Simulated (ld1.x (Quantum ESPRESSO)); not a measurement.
## Pseudopotential generation for nitrogen: TM, LDA (PZ), scalar-relativistic.

ld1.x (Quantum ESPRESSO) 7.5 input, shortened:

```
&input
   title='N', zed=7., rel=1, dft='PZ', iswitch=3,
   config='[He] 2s2 2p3'
 /
 &inputp
   pseudotype=2, tm=.true., lloc=-1, rcloc=1.30,
   nlcc=.false.
 /
2
2S  1  0   2.00   0.00  0.65  0.65  0.0
2P  2  1   3.00   0.00  2.00  2.00  0.0
 &test
   configts(1)='2s2 2p3'
 /
```

* Cutoffs needed: 180 Ry and over 300 Ry (the cutoffs (Ry, on a coarse ladder) from which the occupation-weighted sum of valence levels, in a spherical-Bessel basis at the reference potential, stays within 10 and 1 mRy of its value at 400 Ry)
* Ghost test: no extra level below or beside the all-electron valence levels (s, p, d, f tested) (spherical-Bessel basis up to 400 Ry, 20 bohr box)
* Largest excitation error: +1773 meV (all-electron minus pseudo) for 2s2 2p0, out of 7 test configurations
